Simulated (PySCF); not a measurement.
## Dipole moment and polarisability of `C[Si]1(P)C[SiH2]C1`

Compound: C3H11PSi2.
SMILES with atom numbers: `[CH3:1][Si:2]1([PH2:3])[CH2:4][SiH2:5][CH2:6]1` (hydrogens: H7, H8, H9 on C1; H10, H11 on P3; H12, H13 on C4; H14, H15 on Si5; H16, H17 on C6)

Cartesian coordinates in Å at the PBE0-D3(BJ)/def2-SVP level; atoms count from 1:
```
atom  x, y, z in Å
C1     0.3154    2.1900    0.0966
Si2    0.4265    0.3320   -0.1403
P3     2.5138   -0.2163   -0.8365
C4    -0.2616   -0.6688    1.3335
Si5   -1.5861   -1.3595    0.1522
C6    -0.8937   -0.3738   -1.3229
H7     1.0158    2.5347    0.8734
H8     0.5529    2.7174   -0.8402
H9    -0.7028    2.4754    0.4053
H10    2.2790   -1.6190   -0.6890
H11    3.0937   -0.0862    0.4645
H12   -0.6487   -0.0534    2.1610
H13    0.4203   -1.4220    1.7558
H14   -2.9849   -0.9831    0.5278
H15   -1.5167   -2.8428   -0.0315
H16   -0.5077   -0.9892   -2.1498
H17   -1.5747    0.3800   -1.7480
```

Level: CAM-B3LYP/def2-SVPD (PySCF), static field, nuclei fixed, core orbitals frozen in the response. The polarisability tensor in these axes (au):

```
x   130.55   7.88  -6.67
y     7.88 112.35  -0.37
z    -6.67  -0.37 101.33
```

Diagonalise the tensor; give its mean and Δα, where Δα² is half the sum of the squared differences of the eigenvalues.

Principal values 99.72, 109.80 and 134.71 au; mean 114.74 au = 17.00 Å³ = 18.92 × 10⁻⁴⁰ C²·m²/J; Δα = 31.20 au (27 % of the mean).

What is the dipole moment, and where does it point?

(-0.45, 0.56, 0.69) D, 1.00 D in size, pointing from the negative to the positive side. Measured along this direction, the outermost atoms are H10 at the negative end and H9 at the positive end.

What are the principal values of the traceless quadrupole moment, Θ = ½Σq(3rr − r²1), about the centre of nuclear charge?

-7.50, 3.51, 3.99 D·Å. The values depend on the origin, since the dipole doesn't vanish. The electronic extent ⟨r²⟩ about the same centre is 1244 bohr², a root-mean-square distance of 2.20 Å for the 72 electrons.

Estimate the molar refractivity from the static electronic polarisability.

Lorentz–Lorenz: R = (4π/3)N_A α = 2.5225 cm³/(mol·Å³) × 17.00 Å³ = 42.9 cm³/mol, in the limit of long wavelengths.

Along which axes do the principal values lie, and how far do the nuclei extend along each?

Largest value along (0.93, 0.33, -0.19), where the nuclei span 5.93 Å; middle along (-0.29, 0.94, 0.19), 4.92 Å; least along (0.24, -0.12, 0.96), 4.07 Å. The response follows the extents in order.

In a dilute gas of rigid molecules at 250 K, how does the orientational term μ²/3kT compare with the electronic polarisability?

In Gaussian units μ²/3kT = 9.57 Å³ against 17.00 Å³, a ratio of 0.56; the Debye molar polarisation (4π/3)N_A(α + μ²/3kT) is 67.0 cm³/mol, leaving out the vibrational part.

What would n − 1 = 2πNα be for an ideal gas of these molecules at 400 K and 1 atm, electronic part alone?

N = p/kT = 1.8347 × 10¹⁹ cm⁻³, so n − 1 = 2π × N × 17.00 × 10⁻²⁴ cm³ = 1960 × 10⁻⁶ at long wavelengths.

The structure is a single PBE0-D3(BJ)/def2-SVP conformer in the gas phase; no vibrational or solvent corrections.

These values come from a run that also computed excited states and ΔSCF ions. Hardware: one thread of an x86-64 server, no GPU, shared host. Cost: 2.3 min.
